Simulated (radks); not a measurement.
Task: K2+, configuration [Ne] 3s2 3p(1/2: 1, 3/2: 4). Method: Dirac Kohn-Sham, BLYP, spin-unpolarised, spherical densities, finite nucleus; Fermi nuclear charge, rms radius 3.4349 fm; computed with a radial shooting solver on a logarithmic mesh with Libxc functionals. Some entries of the table are withheld. Estimate them.

orbital,occ.,eigenvalue (hartree),<r^2> (bohr^2),<1/r> (bohr^-1)
1s1/2,2,(1),0.008835,18.72
2s1/2,2,-13.84262,0.1781,(2)
2p1/2,2,-11.23082,(3),(4)
2p3/2,4,-11.12419,(5),(6)
3s1/2,2,-2.06301,1.753,1.133
3p1/2,1,(7),2.144,(8)
3p3/2,4,(9),2.167,(10)

Result: 
(1) 1s1/2 eigenvalue (hartree): -130.3695
(2) 2s1/2 <1/r> (bohr^-1): 3.806
(3) 2p1/2 <r^2> (bohr^2): 0.1509
(4) 2p1/2 <1/r> (bohr^-1): 3.729
(5) 2p3/2 <r^2> (bohr^2): 0.1529
(6) 2p3/2 <1/r> (bohr^-1): 3.694
(7) 3p1/2 eigenvalue (hartree): -1.44341
(8) 3p1/2 <1/r> (bohr^-1): 1.012
(9) 3p3/2 eigenvalue (hartree): -1.43235
(10) 3p3/2 <1/r> (bohr^-1): 1.005
